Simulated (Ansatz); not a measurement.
SrS₂⁻. The state is a doublet with charge -1. Geometry PBE0-D4/def2-TZVP, that of the neutral singlet; atoms count from 1.

```tsv
atom	x (Å)	y (Å)	z (Å)
Sr1	1.2965	0.1905	0.8566
S2	-1.1342	-0.5468	0.4077
S3	-0.1623	0.3563	-1.2642
```

In the def2 sets Sr takes a core potential; there is no spin–orbit coupling. The structure comes from a short search, and lower isomers may exist.

(1) Estimate the Mulliken populations from the PBE0/def2-TZVPD orbitals of Ansatz.

(2) Where does the spin sit?

(3) And the Mayer bond orders between bonded heavy atoms (over 0.3)?

Results:

(1) 
```json
{"atom": "Sr1", "charge (e)": "0.47", "spin (α − β)": "1.01"}
{"atom": "S2", "charge (e)": "-0.74", "spin (α − β)": "-0.01"}
{"atom": "S3", "charge (e)": "-0.74", "spin (α − β)": "-0.01"}
```
Mulliken values and Mayer orders depend strongly on the basis. With diffuse functions, as here, like atoms can get unlike values, and bond orders can come out too low or too high.

(2) Summed by element: Sr 1.01, S -0.01, of 1 unpaired in all. Largest on single atoms: Sr1 1.01, S2 -0.01, S3 -0.01.

(3) Sr1–S2 0.47 (2.58 Å); Sr1–S3 0.47 (2.58 Å); S2–S3 0.86 (2.13 Å).
